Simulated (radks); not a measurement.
Problem. These are the eigenvalues of the occupied orbitals of an atom or ion with whole-number occupations (hartree). Calculated with a radial shooting solver on a logarithmic mesh with Libxc functionals: scalar-relativistic Kohn-Sham, XLYP, spin-unpolarised, spherical densities, finite nucleus; Fermi nuclear charge, rms radius of each element as measured or else 0.836 A^(1/3) + 0.57 fm.

| orbital | eigenvalue |
|---|---|
| 1s | -304.4923 |
| 2s | -38.55236 |
| 2p | -33.52687 |
| 3s | -6.39718 |
| 3p | -4.92386 |
| 3d | -2.55284 |

Which element is it, and in what charge state? The configuration may be excited.

Solution. Z = 28, nickel, charge +4: Ni4+ in [Ne] 3s1 3p6 3d7. The list shows which subshells hold electrons but not how many an open one holds; the 1s level, -304.49 hartree, gives Z - s = 24.7 by -(Z - s)^2/2, which with screening and relativity narrows Z to a few neighbours, and the depths of the outer levels then fix element, charge and occupations together.
